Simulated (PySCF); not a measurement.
This PySCF input asks for the NMR shieldings of SMILES s1ccc([SiH2]C=C)n1, C5H7NSSi; the geometry comes from GFN2-xTB.

```python
import basis_set_exchange as bse
import numpy as np
from pyscf import gto, dft
from pyscf.prop import nmr

atoms = """
C     2.287935    0.923807   -0.239816
C     2.209531   -0.328948    0.182490
Si    0.668913   -1.406022    0.055928
C    -0.820251   -0.289072   -0.245184
C    -1.838452    0.034626    0.684370
C    -2.738731    0.893083    0.130669
S    -2.275379    1.239021   -1.482658
N    -0.949857    0.288857   -1.414457
H     1.442841    1.418184   -0.691715
H     3.192049    1.509693   -0.163276
H     3.090326   -0.783220    0.621311
H     0.440697   -2.098273    1.333698
H     0.788588   -2.374961   -1.036564
H    -1.883004   -0.348079    1.686853
H    -3.619618    1.329294    0.556439
"""
names = dict.fromkeys(["C", "Si", "S", "N", "H"], "pcSseg-1")
basis = {el: gto.basis.parse(bse.get_basis(n, elements=[el], fmt="nwchem")) for el, n in names.items()}
mol = gto.M(atom=atoms, basis=basis, charge=0, verbose=0)
mf = dft.RKS(mol, xc="PBE0")
mf.grids.level = 2
mf.grids.alignment = dft.numint.BLKSIZE   # the property module wants whole blocks of grid points
mf.conv_tol = 1e-9
mf.kernel()

calc = nmr.RKS(mf)   # GIAO
C = mf.mo_coeff
Co = C[:, mf.mo_occ > 0]
resp = mf.gen_response(singlet=True, hermi=2)
def vind(x):   # induced exchange potential for any number of trial vectors
    d = np.einsum("pi,xij,qj->xpq", C, 2 * x.reshape(-1, C.shape[1], Co.shape[1]), Co, optimize=True)
    return np.einsum("xpq,pi,qj->xij", resp(d - d.transpose(0, 2, 1)), C, Co, optimize=True).ravel()
mo1, _ = nmr.rhf.solve_mo1(calc, with_cphf=vind)
sigma = calc.kernel(mo1)
for i, s in enumerate(sigma):   # ppm
    w = np.linalg.eigvalsh((s + s.T) / 2)
    print("%2d %-2s iso %8.1f  s11 %8.1f  s22 %8.1f  s33 %8.1f" % (i, mol.atom_pure_symbol(i), w.mean(), *w))
```

Q: What does it print?

A: 
```
 0 C  iso     40.2  s11    -86.0  s22     36.2  s33    170.3
 1 C  iso     50.5  s11    -64.2  s22     39.5  s33    176.3
 2 Si iso    408.5  s11    384.5  s22    409.3  s33    431.6
 3 C  iso     15.3  s11    -48.7  s22    -32.5  s33    127.0
 4 C  iso     52.4  s11    -29.2  s22     45.5  s33    140.8
 5 C  iso     29.8  s11    -74.8  s22     18.6  s33    145.6
 6 S  iso     68.0  s11   -147.5  s22    165.5  s33    185.9
 7 N  iso   -102.1  s11   -378.9  s22   -153.8  s33    226.5
 8 H  iso     25.6  s11     22.8  s22     23.8  s33     30.2
 9 H  iso     25.2  s11     22.8  s22     24.5  s33     28.1
10 H  iso     25.3  s11     24.4  s22     24.6  s33     26.8
11 H  iso     26.6  s11     22.7  s22     25.8  s33     31.4
12 H  iso     26.6  s11     23.5  s22     24.9  s33     31.4
13 H  iso     24.0  s11     20.8  s22     24.0  s33     27.3
14 H  iso     23.1  s11     21.4  s22     22.1  s33     25.9
```

These numbers come from an equivalent density-fitted implementation of the same equations, which agrees with the script to about 0.01 ppm for H and up to a few tenths of a ppm for heavy atoms, so last digits may differ.

Q: Turn these shieldings into chemical shifts. Scale: TMS for ¹³C (σref 186.93), ²⁹Si (σref 349.16), ¹H (σref 31.72); ³³S (σref 503.73) vs CS2; ¹⁵N (σref 267.73) vs NH3 (reference shieldings calculated alike).

A: Averaging equivalent atoms: C 3: 171.7; C 5: 157.1; C 0: 146.7; C 1: 136.4; C 4: 134.6; Si 2: -59.3; S 6: 436; N 7: 369.8; H 14: 8.62; H 13: 7.70; H 9: 6.55; H 10: 6.45; H 8: 6.10; H 11/12: 5.10 ppm. Experimental scales use liquid or dissolved standards, which lie at an offset from isolated NH3 (liquid NH3: subtract about 20 ppm). Unscaled 15N shifts of sp2 nitrogen come out 20 to 40 ppm too high even then.

Size and cost of the density-fitted run: 185 basis functions, 55 s wall time on 1 thread of an Arm Neoverse N1, shared host; peak memory 0.83 GiB.
